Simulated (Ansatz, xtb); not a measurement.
Pulling on the Te1–H2 bond in GeH4Te (SMILES [GeH3][TeH]) (multiplicity 1 held, fragments rigid). Energies count from the point at 1.663 Å.
Geometry at that point (charge 0, multiplicity 1):
```json
[
 {"atom": "Te", "x (Å)": "-0.0990", "y (Å)": "0.8069", "z (Å)": "0.6543"},
 {"atom": "H", "x (Å)": "0.2623", "y (Å)": "1.8715", "z (Å)": "-0.5710"},
 {"atom": "Ge", "x (Å)": "0.1362", "y (Å)": "-1.2174", "z (Å)": "-0.9315"},
 {"atom": "H", "x (Å)": "1.5605", "y (Å)": "-1.2952", "z (Å)": "-1.5033"},
 {"atom": "H", "x (Å)": "-0.1526", "y (Å)": "-2.4507", "z (Å)": "-0.0626"},
 {"atom": "H", "x (Å)": "-0.8826", "y (Å)": "-1.1284", "z (Å)": "-2.0785"}
]
```

R- and RO- levels are restricted; in cc, def2 and unpolarised 6-31G sets they are followed outwards from rest. Unrestricted levels (U-) break spin symmetry where that is lower. Active spaces are followed from a long bond inwards. Curves can end on different states.

Correlated levels freeze the cores. Filled d and f shells under p-block atoms count as core.

Codes used: Ansatz (a first-principles code) with Gaussian orbitals; xtb for the GFN methods. Each number belongs to the level named beside it. In def2 rows elements past Kr take small-core potentials, without spin–orbit coupling. The GFN methods have no spin term and hold the electronic entropy of 300 K.

Energies in kJ/mol.

| R (Å) | GFN2-xTB | U-HF/def2-TZVPP | R-MP2/def2-TZVPP | R-SCS-MP2/def2-TZVPP | R-CCSD/def2-TZVPP | FIC-MRCISD+Q on CASSCF(2,2)/def2-TZVPP |
|---|---|---|---|---|---|---|
| 1.330 | 127 | 146 | 148 | 150 | 152 | 152 |
| 1.497 | 18 | 25 | 26 | 27 | 28 | 29 |
| 1.663 | 0 | 0 | 0 | 0 | 0 | 0 |
| 1.829 | 17 | 23 | 21 | 20 | 18 | 18 |
| 1.995 | 49 | 70 | 64 | 62 | 58 | 56 |
| 2.245 | 108 | 139 | 142 | 138 | 128 | 123 |
| 2.494 | 169 | 174 | 217 | 211 | 192 | 183 |
| 2.910 | 253 | 196 | 319 | 308 | 271 | 251 |
| 3.326 | 310 | 202 | 385 | 368 | 314 | 282 |
| 3.825 | 348 | 204 | 422 | 397 | 336 | 295 |
| 4.490 | 372 | 205 | 417 | 379 | 346 | 299 |
| 5.321 | 372 | 205 | 360 | 301 | 349 | 300 |

Doubts at one or more of the structures used: a spin-contaminated determinant (U-HF/def2-TZVPP); a restricted determinant that unrestricted orbitals would lower (R-MP2/def2-TZVPP, R-SCS-MP2/def2-TZVPP, R-CCSD/def2-TZVPP); other coupled-cluster roots lie near (R-CCSD/def2-TZVPP); T1 above 0.05 (R-CCSD/def2-TZVPP).
